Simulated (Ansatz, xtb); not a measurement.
**Two isomers of C5H7BrO2**

Structure X is `C[C@]1(CBr)COC1=O`, a singlet and structure Y is `C/C(=C\C(=O)O)CBr`, a singlet. Both are isolated molecules in the gas phase, relaxed with B3LYP-D3(BJ)/def2-SVP; the shapes shown needn't be the lowest conformers.

X (Å):

```xyz
15

C    -0.7293   -1.8711    0.2789
C     0.4137   -1.1492    0.9838
C     0.0292   -0.5633    2.3328
C     1.3106   -0.2467    0.1086
C     1.7062   -1.9922    1.0896
Br   -1.2795    0.8997    2.1602
O     2.4404   -1.1533    0.3059
O     2.0445   -3.0011    1.6200
H    -1.5618   -1.1780    0.0880
H    -1.0984   -2.6971    0.9057
H    -0.3960   -2.2944   -0.6804
H     0.8919   -0.1249    2.8498
H    -0.4325   -1.3206    2.9781
H     1.5293    0.7525    0.5102
H     1.0370   -0.1858   -0.9537
```

Y (Å):

```xyz
15

C    -0.4627   -1.4925    0.7241
C    -0.9916   -0.3824   -0.1343
C    -0.7360    0.9344    0.0280
C     0.1095    1.5389    1.0810
C    -1.8979   -0.7863   -1.2576
Br   -0.8975   -1.7248   -2.6929
O     0.6995    0.9771    1.9778
O     0.1586    2.8818    0.9302
H    -1.3058   -2.0312    1.1912
H     0.2069   -1.1219    1.5054
H     0.0665   -2.2243    0.0927
H    -1.1731    1.6542   -0.6678
H     0.7263    3.2170    1.6446
H    -2.3765    0.0696   -1.7450
H    -2.6571   -1.5091   -0.9319
```

Question: Estimate which is lower in electronic energy at CCSD(T)/def2-SVP + ΔMP2/def2-TZVPP, and by roughly how much.

Answer: The CCSD(T)/def2-SVP + ΔMP2/def2-TZVPP calculation puts structure Y lower, by 8.7 kcal/mol.

How the difference moves with the method:

```tsv
level	geometry	E(Y) − E(X) (kcal/mol)	departure from the last row (kcal/mol)	job, with rough time for the two
GFN2-xTB	GFN2-xTB	+1.9	+10.6	optimisation, 0.19 s
HF/STO-3G	GFN2-xTB	+23.4	+32.1	single point, 0.64 s
r2SCAN-D4/def2-SVP	GFN2-xTB	−9.2	−0.5	single point, 5.4 s
B3LYP-D3(BJ)/def2-SVP	B3LYP-D3(BJ)/def2-SVP	−11.4	−2.7	optimisation, 68 s
HF/def2-SVP	B3LYP-D3(BJ)/def2-SVP	−13.5	−4.8	part of the CCSD(T) run
MP2/def2-SVP	B3LYP-D3(BJ)/def2-SVP	−8.3	+0.4	part of the CCSD(T) run
CCSD(T)/def2-SVP	B3LYP-D3(BJ)/def2-SVP	−8.9	−0.1	single point
CCSD(T)/def2-SVP + ΔMP2/def2-TZVPP	B3LYP-D3(BJ)/def2-SVP	−8.7		single point, 3.8 min
```

As drawn, Y has 1 C=C, 1 O–H in place of 1 C–C, 1 C–O, 1 C–H. Structure X has a 4-membered ring, Y no ring.

GFN2-xTB, HF/STO-3G put the two in the other order. The largest departure from CCSD(T)/def2-SVP + ΔMP2/def2-TZVPP is that of HF/STO-3G, 32.1 kcal/mol. The last row adds to CCSD(T) the change of the MP2 difference between the two basis sets, here +0.1 kcal/mol.

With thermal terms from frequencies at re-optimised GFN2-xTB minima (ideal gas, soft modes damped towards free rotors, one conformer each, 298.15 K, 1 atm): the zero-point term adds −1.2 kcal/mol; ΔH is −9.4 and ΔG −10.8 kcal/mol.

The correlated steps freeze 16 core orbitals; the filled d shell of Br is correlated, in a basis made for valence electrons. Mirror images aren't counted in ΔG. Codes used: Ansatz 0.2.0, xtb 6.7.1; the last row on 4 threads of Arm Neoverse V1 on a shared host.
